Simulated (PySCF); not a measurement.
Species: C₂H₅BGe.
SMILES: `[BH2][GeH2][C]#C`

Method used: MP2 and CCSD/aug-cc-pVDZ in PySCF, restricted Hartree–Fock reference, 12 core orbitals frozen, non-relativistic, gas phase, PBE0-D3(BJ)/def2-SVP geometry.

E(HF) = -2178.57580 Eh.

Q: How large is the problem?

A: 150 basis functions and 54 electrons; 12 orbitals frozen, which leaves o = 15 correlated occupied and v = 123 virtual orbitals. That is o·v = 1845 singles and o·v(o·v + 1)/2 = 1702935 distinct closed-shell doubles amplitudes before symmetry; the costliest CCSD step grows as o²v⁴ = 5.1 × 10^10.

Q: What are the MP2 and CCSD correlation energies?

A: MP2 -0.4679 Eh and CCSD -0.5149 Eh, which gives totals of -2179.04373 and -2179.09072 Eh. That is 0.467 eV for each correlated electron at CCSD (1352 kJ/mol in all, 0.024 % of the total energy); MP2 gives 90.9 % of the CCSD value.

Q: What is the T1 diagnostic?

A: 0.0109, below the customary warning level of 0.02. It is the norm of the spatial-orbital singles amplitudes over the root of the number of correlated electrons, so the norm is 0.060.

Q: How does correlation change the dipole moment?

A: HF gives 0.71 D and CCSD (unrelaxed density) 0.59 D, a change of -0.12 D.

No triples correction and no basis-set extrapolation were made.

The job also held the EOM ionisation roots. Hardware: Arm Neoverse V2, one thread, no GPU (shared host). Cost: 4.1 min.

One conformer stands for the species.
